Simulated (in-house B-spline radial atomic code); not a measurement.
Computed with a B-spline radial atomic code. Model: two electrons, singlet ground state, non-relativistic, full CI in B-splines with partial waves to l = 8 (at full coupling up to 3e-4 hartree above the limit, correlation up to 0.6 % small), density held at that of full coupling by Lieb maximisation.

Along the adiabatic connection the electron repulsion is scaled by a coupling λ while a local potential keeps the density fixed. At λ = 0 the system is the Kohn-Sham one and W equals the exchange energy; the exchange-correlation energy is the area under W between 0 and 1. The kinetic energy rises with λ as the electrons avoid each other, with dT/dλ = −λ dW/dλ.

Command:
```bash
python run_ac.py task.json out
```
Settings (lengths in bohr, energies in hartree):
```
potential              yukawa
strength               2.4
lmax                   8
second                 0.865
```

Cost of the run: 44 s on 1 thread of Intel(R) Xeon(R) Processor @ 2.30GHz, with other jobs on the host.

**W = mean repulsion less Hartree energy, and W of three functionals.**

Given: confinement screened point charge; nuclear charge 2.4; screening of the nucleus 0.865 1/bohr; external potential -Z exp(-k r)/r.

Computed: LDA exchange minus exact 140.43 millihartree; SCAN exchange minus exact -14.333 millihartree.

```
coupling  W xc (hartree)  W xc minus exchange (millihartree)  kinetic minus Kohn-Sham (millihartree)  LDA (PW92) W minus its exchange (millihartree)  PBE W minus its exchange (millihartree)  SCAN W minus its exchange (millihartree)
       0         -1.0756                                   0                                       0                                               0                                        0                                         0
    0.02         -1.0777                              -2.079                                    0.02                                          -11.91                                     -1.6                                      -1.8
    0.05         -1.0808                              -5.161                                    0.13                                          -24.36                                    -4.04                                     -4.43
    0.12         -1.0878                             -12.191                                    0.72                                          -46.61                                    -9.79                                    -10.35
    0.25               ?                                   ?                                       ?                                               ?                                        ?                                         ?
     0.4         -1.1138                              -38.21                                    7.41                                         -105.74                                   -32.25                                    -31.85
     0.6         -1.1306                             -54.962                                   15.77                                          -136.1                                   -47.32                                    -45.56
     0.8               ?                                   ?                                       ?                                               ?                                        ?                                         ?
       1         -1.1602                             -84.613                                   39.33                                         -183.29                                   -74.82                                     -69.9
     1.4         -1.1856                                -110                                   69.67                                         -219.91                                   -99.11                                    -91.01
       2         -1.2174                             -141.84                                  123.47                                         -263.19                                  -130.59                                    -118.1
       3         -1.2584                             -182.83                                  224.87                                         -316.96                                  -173.09                                   -154.41
     4.5         -1.3018                             -226.15                                  385.22                                         -373.86                                  -221.18                                   -195.13
       7         -1.3477                             -272.11                                   644.6                                         -436.81                                   -277.1                                   -241.43
```

(1) What belongs in the row 0.25?

(2) What belongs in the row 0.8?

(3) What is the PBE exchange minus exact?

**Energy parts, natural occupations and partial-wave weights.**

Computed: total energy -1.3552 hartree; correlation energy -0.045283 hartree; kinetic part of the DFT correlation energy 0.03933 hartree; initial slope twice GL2 -0.10441 hartree; kinetic part over minus potential part 0.46482; Hartree energy 2.1512 hartree; Lieb Oxford ratio E_xc over LDA exchange 1.1986.

| natural | occupation of the shell (electrons) |
| --- | --- |
| s | 1.982 |
| s | ? |
| p | 0.0059581 |
| d | 0.00026101 |
| p | 0.0002392 |
| s | 0.00020096 |

(4) What belongs in the row s?

```
wave      weight
   s     0.99671
   p   0.0031113
   d  0.00014852
   f           ?
   g  4.7145e-06
```

(5) What belongs in the row f?

(6) What is the Kohn-Sham kinetic?

(7) What is the exchange energy?

## Answers

(1) W xc (hartree): -1.1003; W xc minus exchange (millihartree): -24.671; kinetic minus Kohn-Sham (millihartree): 3.03; LDA (PW92) W minus its exchange (millihartree): -77.69; PBE W minus its exchange (millihartree): -20.38; SCAN W minus its exchange (millihartree): -20.71.

(2) W xc (hartree): -1.146; W xc minus exchange (millihartree): -70.381; kinetic minus Kohn-Sham (millihartree): 26.54; LDA (PW92) W minus its exchange (millihartree): -161.42; PBE W minus its exchange (millihartree): -61.5; SCAN W minus its exchange (millihartree): -58.19.

(3) -2.8524 millihartree.

(4) occupation of the shell (electrons): 0.011256.

(5) weight: 2.057e-05.

(6) 3.4323 hartree.

(7) -1.0756 hartree.

Half-way to full coupling W has made 55 % of its drop, against 50 % for a straight line, and second-order (GL2) theory, half the initial slope, overshoots the correlation energy by about 15 %: a moderate bend, as in light atoms. Over couplings 0 to 1 the errors in E_xc come to about +72 millihartree for LDA, +3.4 millihartree for PBE, -6.6 millihartree for SCAN, so PBE is nearest. In LDA and PBE and SCAN the errors of exchange and correlation have opposite signs, so the sum is smaller than the larger of the two.
